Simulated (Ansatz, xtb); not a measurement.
## Relative energy of two isomers of C4H8GeSSi

Structure I is `[SiH3][S][GeH]1[CH]=CC=[CH]1`, a singlet and structure II is `[GeH3][SiH2]c1cccs1`, a singlet. Both are isolated molecules in the gas phase, relaxed with r2SCAN-D4/def2-SVP; each stands in its lowest conformer found.

Problem. Estimate E(II) − E(I) at the level CCSD(T)/def2-SVP + ΔMP2/def2-TZVPP.

Solution. Calculated at CCSD(T)/def2-SVP + ΔMP2/def2-TZVPP: E(II) − E(I) = +0.489 eV, so structure I lies lower.

How the difference moves with the method:

| level | geometry | E(II) − E(I) (eV) | departure from the last row (eV) | job, with rough time for the two |
| --- | --- | --- | --- | --- |
| GFN2-xTB | GFN2-xTB | +0.328 | −0.161 | optimisation, 0.27 s |
| HF/STO-3G | GFN2-xTB | −0.292 | −0.780 | single point, 0.78 s |
| r2SCAN-D4/def2-SVP//GFN2-xTB | GFN2-xTB | +0.260 | −0.229 | single point, 6.9 s |
| r2SCAN-D4/def2-SVP | r2SCAN-D4/def2-SVP | +0.220 | −0.269 | optimisation, 3.1 min |
| HF/def2-SVP | r2SCAN-D4/def2-SVP | +0.691 | +0.202 | part of the CCSD(T) run |
| MP2/def2-SVP | r2SCAN-D4/def2-SVP | +0.261 | −0.227 | part of the CCSD(T) run |
| CCSD(T)/def2-SVP | r2SCAN-D4/def2-SVP | +0.396 | −0.093 | single point |
| CCSD(T)/def2-SVP + ΔMP2/def2-TZVPP | r2SCAN-D4/def2-SVP | +0.489 |  | single point, 2.7 min |

As drawn, II has 1 Ge–Si, 1 C–Si, 3 C∷C, 2 C∷S, 2 Ge–H in place of 1 S–Si, 1 Ge–S, 2 C–Ge, 2 C=C, 1 C–C, 1 Si–H, 1 C–H (∷ is an aromatic bond). Structure I has a 5-membered ring, II a 5-membered ring (with an aromatic ring).

HF/STO-3G puts the two in the other order. The largest departure from CCSD(T)/def2-SVP + ΔMP2/def2-TZVPP is that of HF/STO-3G, 0.780 eV. The last row adds to CCSD(T) the change of the MP2 difference between the two basis sets, here +0.093 eV.

With thermal terms from frequencies at re-optimised GFN2-xTB minima (ideal gas, soft modes damped towards free rotors, one conformer each, 298.15 K, 1 atm): the zero-point term adds −0.065 eV; ΔH is +0.421 and ΔG +0.413 eV.

The correlated steps freeze 23 core orbitals; the filled d shell of Ge is correlated, in a basis made for valence electrons. Run with Ansatz 0.2.0, xtb 6.7.1; the last row on 4 threads of Arm Neoverse V1 on a shared host.
